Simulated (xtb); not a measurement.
CH3ClF2NNb, SMILES C[N]=[Nb]([F])([F])[Cl], multiplicity 1. All values are semi-empirical tight-binding results from xtb (GFN2-xTB unless named), good for trends rather than for accurate numbers. Geometry optimised at GFN2-xTB. The multiplicity is an assumed one; no other spin state was optimised. The structure was generated by enumeration; whether it is a known compound was not checked.

For metal compounds this method's bond lengths and energies can be far off.

```yaml
orbital_gap: 2.88 eV
zero_point_energy: 27.7 kcal/mol
G − E(el) at 298.15 K (modified RRHO): 5.1 kcal/mol
```
